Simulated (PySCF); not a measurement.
Species: C8H8N (doublet state).
Structure used (GFN2-xTB), in Å, numbered top down from 1:
```
atom  x, y, z in Å
C1     2.424   -0.897   -0.319
C2     1.069   -1.099   -0.228
C3     0.217    0.024   -0.024
C4    -1.141   -0.109    0.080
C5    -2.441    0.520    0.273
C6    -2.306   -0.984    0.094
C7     0.859    1.292    0.069
C8     2.227    1.352   -0.035
N9     3.011    0.294   -0.225
H10    3.100   -1.729   -0.477
H11    0.639   -2.085   -0.308
H12   -2.697    0.907    1.251
H13   -2.869    1.100   -0.535
H14   -2.643   -1.428   -0.834
H15   -2.470   -1.625    0.952
H16    0.266    2.180    0.221
H17    2.747    2.300    0.034
```

The hyperfine couplings belong to this conformer and change with its torsions.

Identity: `c1cc([C]2CC2)ccn1` [radical].

Computed, not measured: UKS B3LYP, pcH-1 on C H N, non-relativistic, mean-field spin-orbit, GIAO in PySCF 2.14.0. The structure is a single GFN2-xTB conformer in the gas phase; no vibrational or solvent corrections. A GFN2-xTB geometry isn't a minimum of the functional, and hyperfine couplings can be far from their values at a DFT geometry. Stability of the SCF solution: not tested. ⟨S²⟩ is 0.776 where a pure state has 0.75.

Task: Predict the first-order ENDOR lines of N9, H12/H13/H14/H15, H11/H16 and H10/H17 under fast tumbling at B = 1208.0 mT (Q band).

Result: ν± = |νn ± a/2|, one line for each electron-spin manifold; νn = |g_N| × 7.62259 MHz/T × B.

| nuclei | isotope | g_N | νn (MHz) | a_iso (MHz) | lower line (MHz) | upper line (MHz) |
| --- | --- | --- | --- | --- | --- | --- |
| N9 | 14N | 0.4038 | 3.72 | 8.87 | 0.72 | 8.15 |
| H12/H13/H14/H15 | 1H | 5.5857 | 51.43 | 63.79 | 19.54 | 83.33 |
| H11/H16 | 1H | 5.5857 | 51.43 | -15.54 | 43.66 | 59.20 |
| H10/H17 | 1H | 5.5857 | 51.43 | 5.08 | 48.90 | 53.97 |

Task: Which pairs are centred on the nuclear Larmor frequency, and which on half the coupling?

Result: Centred on νn, since |a| < 2νn: H12/H13/H14/H15, H11/H16 and H10/H17. Centred on |a|/2 and split by 2νn: N9.

Nuclei that the bonding pattern makes equivalent are averaged, as if the motion that swaps them (rotation, inversion, ring flip) were fast.

The largest Mulliken spin populations are on C4 (+0.66), C7 (+0.25), C2 (+0.25) and N9 (+0.22). Four atoms exceed +0.15. The angles at C4 add up to 360.0°, so it is planar.
